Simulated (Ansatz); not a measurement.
Geometry optimisation, RKS PBE-D4/def2-SVP in Ansatz.

Input:

```yaml
crystal:
  periodic: [false, false, false]
  atoms:
    - { symbol: "N", position_ang: [-1.7831, -0.8216, -1.3382] }
    - { symbol: Sb, position_ang: [-1.4283, 0.5861, 0.1829] }
    - { symbol: C, position_ang: [0.641, 0.0115, 0.2352] }
    - { symbol: "N", position_ang: [0.8922, -1.2928, 0.8654] }
    - { symbol: C, position_ang: [1.4628, 1.0244, 0.9959] }
    - { symbol: O, position_ang: [1.537, 2.1947, 0.6031] }
    - { symbol: H, position_ang: [-2.749, -0.5317, -1.7202] }
    - { symbol: H, position_ang: [-1.1094, -0.5708, -2.1234] }
    - { symbol: H, position_ang: [-1.0895, 1.896, -0.9255] }
    - { symbol: H, position_ang: [1.0662, -0.0323, -0.7675] }
    - { symbol: H, position_ang: [0.3126, -1.9992, 0.2876] }
    - { symbol: H, position_ang: [0.3404, -1.2844, 1.8061] }
    - { symbol: H, position_ang: [1.9276, 0.7854, 1.9135] }
basis:
  gaussian: { orbitals: def2-SVP }
hamiltonian:
  xc: pbe
  dispersion: d4
relax:
  f_tol: 0.015
  max_steps: 40
```

Command:

```bash
$ ansatz run input.yaml --threads 2 --pin off --max-ram 3072MiB --backend cpu --events-out ev --progress --plain --runs-dir out
```

**Question.** Where does it end, and by what steps?

**Answer.** The forces met the threshold. After 20 steps the energy has fallen by 0.782 eV; H7 moved furthest, 1.27 Å.

| step | energy less start (eV) | largest force component (eV/Å) | accepted |
| --- | --- | --- | --- |
| 0 | 0.0000 | 2.913 | yes |
| 1 | -0.4377 | 1.301 | yes |
| 2 | -0.4643 | 1.335 | yes |
| 3 | -0.6243 | 1.156 | yes |
| 4 | -0.6711 | 0.373 | yes |
| 5 | -0.6961 | 0.394 | yes |
| 6 | -0.7170 | 0.378 | yes |
| 7 | -0.7327 | 0.174 | yes |
| 8 | -0.7460 | 0.201 | yes |
| 9 | -0.7531 | 0.229 | yes |
| 10 | -0.7559 | 0.192 | yes |
| 11 | -0.7596 | 0.110 | yes |
| 12 | -0.7617 | 0.121 | yes |
| 13 | -0.7709 | 0.261 | yes |
| 14 | -0.7726 | 0.529 | yes |
| 15 | -0.7760 | 0.192 | yes |
| 16 | -0.7667 | 0.295 | no |
| 17 | -0.7809 | 0.057 | yes |
| 18 | -0.7813 | 0.055 | yes |
| 19 | -0.7812 | 0.101 | no |
| 20 | -0.7816 | 0.009 | yes |

```xyz
13
Properties=species:S:1:pos:R:3
N -1.696 -0.849 -0.988
Sb -1.281 1.075 -0.221
C 0.909 0.188 0.154
N 0.818 -1.212 0.343
C 1.365 1.004 1.307
O 1.889 2.104 1.245
H -2.607 -1.178 -0.640
H -1.761 -0.843 -2.015
H -0.786 1.698 -1.766
H 1.410 0.488 -0.787
H 0.046 -1.588 -0.251
H 0.578 -1.433 1.321
H 1.138 0.513 2.313
```

Whether the end is a true minimum wasn't checked by a vibrational analysis.

Run time: 2.1 min on 2 threads of Arm Neoverse N1, on a shared host, peak memory 0.18 GiB.
